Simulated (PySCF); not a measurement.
Si(Cl)3(OH) (Cl3HOSi), SMILES O[Si](Cl)(Cl)Cl. Atoms are numbered in the order given.

```xyz
6

O      0.1069    -1.9015     0.0000
Si     0.0159    -0.2699     0.0000
Cl    -0.9726     0.4182    -1.6513
Cl     1.9239     0.4218     0.0000
Cl    -0.9726     0.4182     1.6513
H     -0.7168    -2.4001     0.0000
```

Geometry optimised at PBE0-D3(BJ)/def2-SVP. One conformer was computed; it need not be the lowest.

These are TDA-PBE/def2-SVPD in PySCF 2.14.0 values and carry that method's errors.

Vertical excitations. The molecule is in vacuum. State labels are in the subgroup Cs.

Computed excitation energies, oscillator strengths and character:
```csv
state,symmetry,energy (eV),λ (nm),f,main pairs
S1,A",6.61,187,0.001,HOMO→LUMO 98 %
S2,A",6.66,186,0.001,HOMO−1→LUMO 99 %
S3,A',6.89,180,0.015,HOMO−2→LUMO 98 %
S4,A",7.31,170,0.000,HOMO→LUMO+1 98 %
S5,A",7.38,168,0.003,"HOMO−1→LUMO+1 75 %, HOMO−3→LUMO 23 %"
S6,A',7.51,165,0.027,"HOMO−4→LUMO 82 %, HOMO−2→LUMO+1 15 %"
S7,A",7.56,164,0.037,"HOMO−3→LUMO 61 %, HOMO−6→LUMO 14 %, HOMO−1→LUMO+1 13 %"
S8,A',7.61,163,0.034,HOMO−5→LUMO 95 %
S9,A',7.69,161,0.021,HOMO−2→LUMO+1 77 %
S10,A",7.76,160,0.031,HOMO−6→LUMO 80 %
T1,A",6.33,196,0,HOMO→LUMO 99 %
T2,A",6.40,194,0,HOMO−1→LUMO 99 %
T3,A',6.59,188,0,HOMO−2→LUMO 99 %
T4,A",7.11,174,0,"HOMO−3→LUMO 71 %, HOMO−1→LUMO+1 23 %"
```
Triplets are in the Tamm–Dancoff approximation.
